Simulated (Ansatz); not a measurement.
Start from `NC[SiH2][NH][AlH2]` and change one atom or group to get `NC[SiH2]F`.

Ansatz, PBE0-D4/def2-TZVP geometries, multiplicity 1. Each molecule was computed in one conformer, which needn't be the lowest.

```tsv
property	`NC[SiH2][NH][AlH2]`
HOMO energy (PBE0/def2-TZVPP) / eV	-6.80
HOMO–LUMO gap (ωB97M-V/def2-TZVPP) / eV	9.85
size of the dipole moment (B3LYP/def2-TZVPP) / D	1.53
HOMO energy (B3LYP/def2-TZVPP) / eV	-6.58
LUMO energy (ωB97M-V/def2-TZVPP) / eV	0.67
LUMO energy (PBE0/def2-TZVPP) / eV	-0.91
```

Q: What does the change do to each property? (An estimate is asked.)

A: The calculation gave: 
```
                                        property  `NC[SiH2]F`  shift
              HOMO energy (PBE0/def2-TZVPP) / eV        -7.17  -0.37
         HOMO–LUMO gap (ωB97M-V/def2-TZVPP) / eV        11.47   1.62
size of the dipole moment (B3LYP/def2-TZVPP) / D         2.31   0.78
             HOMO energy (B3LYP/def2-TZVPP) / eV        -6.94  -0.36
           LUMO energy (ωB97M-V/def2-TZVPP) / eV         1.92   1.25
              LUMO energy (PBE0/def2-TZVPP) / eV         0.31   1.22
```

With PBE0 the HOMO falls by 0.37 eV and the LUMO rises by 1.22 eV, so the gap widens by about 1.59 eV. PBE moves the HOMO by -0.33 eV and ωB97M-V by -0.37 eV. Dipoles are sizes alone; their direction can turn.

B3LYP here is the variant with VWN-RPA as its local correlation; programs differ in this.
